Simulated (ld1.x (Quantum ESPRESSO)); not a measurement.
chromium: one change to an RRKJ potential, before and after

```json
{
  "Element": "Cr",
  "Generator": "ld1.x (Quantum ESPRESSO) 7.5",
  "Type": "norm-conserving RRKJ (Kleinman–Bylander form)",
  "Functional": "PBE",
  "Relativity": "scalar-relativistic",
  "Frozen core": "[Ne]",
  "Valence charge": "14",
  "Reference configuration": "3s2 3p6 3d5 4s1 4p0",
  "Partial waves": "3s (bound): rc 0.80 bohr; 3p (bound): rc 0.90 bohr; 3d (bound): rc 2.15 bohr",
  "Local potential": "all-electron potential smoothed inside 1.55 bohr (lloc = -2)",
  "Core correction": "none",
  "rho0": "0.005"
}
```

Occupied shells without a wave of their own: 4s. They enter only through the test configuration that unscreens the potential.

Change: all radii scaled by about 1.23 (s 0.98, p 1.10, d 2.64 bohr); local potential all-electron potential smoothed inside 1.92 bohr (lloc = -2).

Cutoffs: the cutoffs (Ry, on a coarse ladder) from which the occupation-weighted sum of valence levels, in a spherical-Bessel basis at the reference potential, stays within 10 and 1 mRy of its value at 400 Ry; they do not see the model core or the augmentation charge, which bear on the density cutoff. Errors are all-electron minus pseudo energies relative to the spin-unpolarised reference configuration.

Question: What does the change do?

Answer: The potential gets softer (180 Ry and 300 Ry → 120 Ry and 200 Ry); the miss of the reference levels goes from 0.01 to 0.31 eV; the number of tests that count goes from 7 to 0; neither file shows a bound ghost at the reference potential, the only one tested. A larger radius leaves more room for a smooth pseudo-wave, so fewer plane waves are needed.

```tsv
quantity	base	changed
cutoff, loose	180 Ry	120 Ry
cutoff, tight	300 Ry	200 Ry
loose cutoff by channel (10 mRy a level)	s 100 Ry, p 140 Ry, d 35 Ry	s 90 Ry, p 80 Ry, d 21 Ry
bound ghosts	none	none
largest miss of a reference level, eV	0.01	0.31
tests counted (converged, no solver errors)	7 of 7	0 of 7
```

Base: The 4s level has no wave, so the channel is fitted at the deeper level alone: the likely source of the large errors. Changed file: Tests not counted: all (the test run did not reproduce the reference configuration, from which every error is measured).
